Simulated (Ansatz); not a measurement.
The molecule NiH, multiplicity 2 (the spin of the measured ground state). No spin–orbit coupling. Ni is treated without relativity.

Constants: fifth-degree fit in 1/R to seven points, most abundant isotopes. In def2 and cc sets the state is the lowest found near the PBE0 minimum, followed along R.

Correlated levels freeze the inner cores; with def2 sets outer-core shells near the valence are correlated too. CBS(a, b) extrapolates the correlation energy as X⁻³ and adds the Hartree–Fock energy of set b.

Programs: Ansatz (a quantum-chemistry and plane-wave program) with Gaussian orbitals. Each number belongs to the level named beside it.

Problem. What bond length and harmonic frequency does CAM-B3LYP/def2-TZVPP give, and what D_e (from each atom's lowest state at the same level)?

Solution. r_e = 1.469 Å, ω_e = 1954 cm⁻¹, D_e = 2.85 eV.

Problem. What bond length and harmonic frequency does CCSD(T)/def2-QZVPP give, and what D_e (from each atom's lowest state at the same level)?

Solution. r_e = 1.496 Å, ω_e = 1902 cm⁻¹, D_e = 2.73 eV.

Problem. What bond length and harmonic frequency does CCSD(T)/CBS(def2-TZVPP, def2-QZVPP) give?

Solution. r_e = 1.488 Å, ω_e = 1987 cm⁻¹.

Measured for the ground state: D_0 2.449 ± 0.083 eV (a handbook's tabulated 298 K bond energy less 3RT/2; such tables hold older values) [Luo, bond dissociation energies, CRC Handbook]. dipole 2.4 D [compilation of Liu, Meijer and Pérez-Ríos].
